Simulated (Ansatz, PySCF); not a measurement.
CBrF2, SMILES F[C](F)Br, multiplicity 2. Atoms are numbered in the order given.

```xyz
4

F     -1.5382    -0.0838     1.0818
C     -0.9165     0.3368     0.0000
F     -1.5382    -0.0838    -1.0818
Br     0.9636    -0.0227     0.0000
```
Charge 0, spin multiplicity 2.

Geometry optimised at r2SCAN-D4/def2-SVP. The isomer is the one that the SMILES or the coordinates give; other isomers of the formula were not compared.

Two levels are set side by side: PBE-D3(BJ)/def2-SVP (Ansatz, a first-principles code) and r2SCAN-D4/def2-SVP (PySCF). Each level has its own optimised geometry; the coordinates shown are those of the second. Frequencies come from the Hessian of PySCF at each geometry. Differences are taken from unrounded values.

| quantity | r2SCAN-D4 | PBE-D3(BJ) | PBE-D3(BJ) minus r2SCAN-D4 |
|---|---|---|---|
| mean bond length (Å) | 1.516 | 1.526 | 0.010 |
| bond F1–C2 (Å) | 1.317 | 1.325 | 0.009 |
| bond C2–F3 (Å) | 1.317 | 1.325 | 0.009 |
| bond C2–Br4 (Å) | 1.914 | 1.927 | 0.013 |
| highest harmonic wavenumber (cm⁻¹) | 1255 | 1223 | -32 |
| mean harmonic wavenumber (cm⁻¹) | 723 | 701 | -21 |
| zero-point energy (kcal/mol) | 6.20 | 6.01 | -0.18 |
